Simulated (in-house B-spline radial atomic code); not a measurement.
## C III (C2+): [He] 2s2

Computed with a B-spline radial code for spherical atoms: non-relativistic TPSSh, spin-polarised, spherical fractional occupations, point nucleus.

Effective charges: Z_r = [3n² - l(l+1)]/(2<r>) from the radius, Z_e = n√(-2ε) from the energy, and Slater's rules. Values are occupation-weighted means over spin.

| shell | electrons | ε (eV) | <r> (bohr) | Z_r | Z_e | Slater |
| --- | --- | --- | --- | --- | --- | --- |
| 1s | 2 | -314.38 | 0.2687 | 5.58 | 4.81 | 5.70 |
| 2s | 2 | -41.291 | 1.362 | 4.40 | 3.48 | 3.95 |

The least bound orbital is 2s at -41.29 eV, and it is also the most diffuse (<r> = 1.362 bohr).
